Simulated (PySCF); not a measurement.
Si(H)(NHSiH3)3 (H₁₃N₃Si₄), SMILES [SiH3]N[SiH](N[SiH3])N[SiH3].

Geometry optimised at PBE0-D3(BJ)/def2-SVP. The values are those of a single conformer.

Calculation: PySCF with TDA-LC-ωPBE/def2-SVPD.

Vertical excitations. Gas-phase values at a fixed geometry.

Computed UV-visible absorptions:
| state | energy (eV) | λ (nm) | f | main pairs |
|---|---|---|---|---|
| S1 | 7.08 | 175 | 0.006 | HOMO→LUMO 53 %, HOMO−2→LUMO+1 8 % |
| S2 | 7.22 | 172 | 0.006 | HOMO−2→LUMO 19 %, HOMO−1→LUMO 16 %, HOMO→LUMO+3 12 %, HOMO→LUMO+1 11 % |
| S3 | 7.25 | 171 | 0.022 | HOMO−1→LUMO 21 %, HOMO→LUMO+4 12 %, HOMO−2→LUMO 12 %, HOMO→LUMO+2 9 % |
| S4 | 7.94 | 156 | 0.013 | HOMO→LUMO+2 25 %, HOMO→LUMO+6 10 %, HOMO−1→LUMO 8 %, HOMO→LUMO+5 5 % |
| S5 | 8.09 | 153 | 0.084 | HOMO→LUMO+1 18 %, HOMO→LUMO+7 17 %, HOMO−1→LUMO+1 8 %, HOMO−2→LUMO+7 5 % |
| S6 | 8.15 | 152 | 0.040 | HOMO−1→LUMO+2 18 %, HOMO→LUMO 12 %, HOMO−1→LUMO+5 7 % |
| T1 | 6.68 | 186 | 0 | HOMO→LUMO 42 %, HOMO−2→LUMO+3 8 %, HOMO−2→LUMO+1 8 %, HOMO→LUMO+2 7 % |
| T2 | 6.79 | 183 | 0 | HOMO−2→LUMO 24 %, HOMO→LUMO+1 14 %, HOMO→LUMO+3 12 %, HOMO−2→LUMO+2 9 % |
Triplets are in the Tamm–Dancoff approximation.
